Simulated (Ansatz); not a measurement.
`C=C[O][InH2]` and `C=CO[SiH2]F` differ in one atom or group.

Ansatz, PBE0-D4/def2-TZVP geometries, multiplicity 1. Each molecule was computed in one conformer, which needn't be the lowest.

Elements past krypton have def2 core potentials.

```
                                          property  `C=C[O][InH2]`
size of the dipole moment (ωB97M-V/def2-TZVPP) / D            2.30
                 HOMO energy (PBE/def2-TZVPP) / eV           -5.19
             HOMO energy (ωB97M-V/def2-TZVPP) / eV           -8.49
                 LUMO energy (PBE/def2-TZVPP) / eV           -2.52
           HOMO–LUMO gap (ωB97M-V/def2-TZVPP) / eV            8.15
             HOMO–LUMO gap (B3LYP/def2-TZVPP) / eV            3.98
```

(1) Give the same properties after the change, and the shifts. (Best estimate.)

Results:

(1) Ansatz gave: 
```
                                          property  `C=CO[SiH2]F`  shift
size of the dipole moment (ωB97M-V/def2-TZVPP) / D           1.27  -1.03
                 HOMO energy (PBE/def2-TZVPP) / eV          -6.08  -0.89
             HOMO energy (ωB97M-V/def2-TZVPP) / eV          -9.52  -1.03
                 LUMO energy (PBE/def2-TZVPP) / eV          -0.75   1.77
           HOMO–LUMO gap (ωB97M-V/def2-TZVPP) / eV          11.69   3.54
             HOMO–LUMO gap (B3LYP/def2-TZVPP) / eV           7.05   3.07
```

With PBE0 the HOMO falls by 0.98 eV and the LUMO rises by 2.08 eV, so the gap widens by about 3.06 eV. PBE moves the HOMO by -0.89 eV and ωB97M-V by -1.03 eV. Dipoles are sizes alone; their direction can turn.

B3LYP here is the variant with VWN-RPA as its local correlation; programs differ in this.
